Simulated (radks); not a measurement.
Values are calculated unless marked as measured or tabulated.
All-electron atom: the krypton ion Kr3+ in [Ar] 3d10 4s2 4p3. Level of theory: scalar-relativistic Kohn-Sham, r2SCAN, spin-polarised, spherical densities, finite nucleus; open shells are filled with parallel spins first; meta-GGA in the generalised Kohn-Sham scheme; Fermi nuclear charge, rms radius 4.1884 fm (a radial shooting solver on a logarithmic mesh with Libxc functionals). Some entries of the table are withheld. Estimate them.

orbital  occ.  eigenvalue (eV)  <r> (bohr)
1s up       1        -14235.90     0.04149
1s down     1        -14235.46     0.04149
2s up       1        -1919.814      0.1833
2s down     1        -1919.729      0.1833
2p up       3        -1700.100      0.1601
2p down     3        -1699.772      0.1601
3s up       1        -310.9509      0.5288
3s down     1        -310.5833      0.5289
3p up       3              (1)      0.5394
3p down     3              (2)      0.5392
3d up       5        -123.3516         (3)
3d down     5        -122.7510         (4)
4s up       1         -61.8405       1.470
4s down     1         -56.9142       1.467
4p up       3         -45.4108       1.651
4p down     0         -40.4369       1.650

Answer. 
(1) 3p up eigenvalue (eV): -240.1207
(2) 3p down eigenvalue (eV): -239.6699
(3) 3d up <r> (bohr): 0.5547
(4) 3d down <r> (bohr): 0.5518
